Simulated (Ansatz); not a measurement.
`BBO` + `[SiH3]S` → `OBS[SiH3]` + BH₃ at 500 K and 1 bar (cleavage of the B–B bond).

Calculated with Ansatz (gas phase, PBE0-D4/def2-TZVP geometries, no zero-point term in ΔE). CCSD(T)/CBS is the MP2 limit (def2-TZVPP, def2-QZVPP) plus CCSD(T) − MP2 in def2-TZVPP, frozen cores. This one scheme is used for every species. Each species was taken in one conformer, which may not be the lowest.

```csv
species,CCSD(T)/CBS energy (Eh),H − E (kJ/mol),S (J/(mol·K))
`BBO`,-127.16606,153.7,310.2
`[SiH3]S`,-689.27336,117.6,310.5
`OBS[SiH3]`,-789.92150,186.8,389.1
BH₃,-26.55200,86.8,208.8
```

H − E and S are ideal-gas, rigid-rotor, harmonic terms from PBE0-D4/def2-TZVP, for one conformer and one mirror image of each species. 1 Eh = 2625.50 kJ/mol, R = 8.31446 J/(mol·K).

**Question.** By hand: ΔE, ΔH, ΔS and ΔG.

**Answer.** ΔE = (-789.92150) + (-26.55200) − (-127.16606) − (-689.27336) = -0.03408 Eh = -89.5 kJ/mol. Δ(H − E) = 186.8 + 86.8 − 153.7 − 117.6 = 2.3, so ΔH = -87.2 kJ/mol. ΔS = 389.1 + 208.8 − 310.2 − 310.5 = -22.8 J/(mol·K). ΔG = -87.2 − 500 × (-22.8)/1000 = -75.8 kJ/mol.

**Question.** By hand: the equilibrium constant, and the temperature at which ΔG would vanish if ΔH and ΔS stayed fixed.

**Answer.** log₁₀ K = −ΔG/(RT ln 10) = 7.9. ΔG = 0 at ΔH/ΔS = 3825 K, far beyond where these terms or the molecules hold.

ΔH outweighs TΔS. A doubt of 5 kJ/mol in ΔE shifts log₁₀ K by 0.5 here. Other conformers and mirror images would add mixing entropy, several J/(mol·K) or more a flexible species. Modes under 60 cm⁻¹, often nearly free rotors, make the harmonic entropy too high. These are equilibria of isolated gas molecules and say nothing of rates. Largest T1 diagnostic: 0.014 (customary marks: 0.02 for closed shells, 0.045 for open ones).
